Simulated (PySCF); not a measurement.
Species: C₄H₁₂N₂Si.
Cartesian coordinates in Å at the GFN2-xTB level; atoms count from 1:
```
atom  x, y, z in Å
N1     3.5268    0.4050    0.6851
Si2    2.2145    0.1092   -0.3895
N3     0.7113   -0.0162    0.4507
C4    -0.5082   -0.4464   -0.1593
C5    -1.4618    0.6236   -0.7441
C6    -2.6331   -0.0516   -0.0154
C7    -1.6364   -0.8979    0.7906
H8     3.6840   -0.2401    1.4416
H9     3.7075    1.3445    0.9952
H10    2.4284   -1.2032   -0.9958
H11    2.2907    1.2075   -1.3620
H12    0.5339    0.6371    1.2019
H13   -0.2574   -1.2095   -0.8975
H14   -1.2381    1.6179   -0.3608
H15   -1.5260    0.6685   -1.8288
H16   -3.2778    0.6062    0.5640
H17   -3.2503   -0.6516   -0.6804
H18   -1.4874   -0.5266    1.8034
H19   -1.8304   -1.9671    0.8335
```

Level of theory: PySCF, TDDFT wB97X-D/def2-SVPD, vertical, gas phase, core orbitals frozen in the response.

Ground-to-excited transition dipoles (e·a0, same axes as the geometry; the sign carries no meaning), for the states with f of 0.002 or more among the lowest 8:

```
state  E (hartree)      μx      μy      μz
   S1       0.2320   0.150  -0.164   0.121
   S2       0.2395  -0.148  -0.176   0.183
   S3       0.2515  -0.447   0.061   0.278
   S4       0.2635  -0.001  -0.197  -0.073
   S5       0.2758   0.057  -0.066   0.109
   S6       0.2808  -0.495  -0.174   0.170
   S8       0.2988  -0.267  -0.047  -0.129
```

(1) What oscillator strength does each state have?

(2) What angle do the transition dipoles of S6 and S8 make?

(3) How is the summed strength of these states shared among x, y and z?

(4) What peak molar absorption coefficient would the strongest computed level give as a lone Gaussian band 0.3 eV wide at half height?

Answers

(1) f = (2/3) ΔE |μ|² with ΔE in hartree (27.2114 eV).

| state | \|μ\|² (au) | \|μ\| (D) | f |
| --- | --- | --- | --- |
| S1 | 0.064 | 0.64 | 0.010 |
| S2 | 0.086 | 0.75 | 0.014 |
| S3 | 0.281 | 1.35 | 0.047 |
| S4 | 0.044 | 0.53 | 0.008 |
| S5 | 0.020 | 0.36 | 0.004 |
| S6 | 0.305 | 1.40 | 0.057 |
| S8 | 0.090 | 0.76 | 0.018 |

(2) |cos θ| = |μa·μb| / (|μa| |μb|) = 0.71, so θ ≈ 44° (taken between 0 and 90°, since the signs are arbitrary).

(3) (2/3) Σ ΔE μα² gives 0.101 for x, 0.023 for y and 0.032 for z, 0.157 in all.

(4) ε(max) = 2.175×10⁸ f / FWHM, with the width in cm⁻¹. S6: 2.175×10⁸ × 0.0570 / 2420 ≈ 5100 L mol⁻¹ cm⁻¹.

One conformer stands for the species.

Without π bonds the low states may be Rydberg-like; a valence basis with one diffuse set may place them up to an eV too high.
